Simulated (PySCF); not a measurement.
# Excited states of Zn (zinc, neutral)

Ground state [Ar] 3d10 4s2, ¹S. All numbers are calculated (PySCF 2.14, no relativity, point nucleus, in def2-TZVP). Vertical excitation energies in eV without spin-orbit coupling; excited terms of each kind are numbered among those the solver found. Frozen: [Ar].

| term | leading excitation | EOM-EE-CCSD | measured centre of gravity (NIST) |
| --- | --- | --- | --- |
| 1 3P° | 4s → p | 3.619 | 4.054 (4s4p) |
| 1 1P° | 4s → p | 5.627 | 5.796 (4s4p) |
| 1 3S | 4s → s | 8.518 | 6.655 (4s5s) |
| 1 1S | 4s → s | 9.677 | 6.917 (4s5s) |

Only the lower part of the computed list is shown. Doubly excited terms such as np² are absent. The solver can miss terms. Rydberg members are limited by the diffuse functions of the basis.
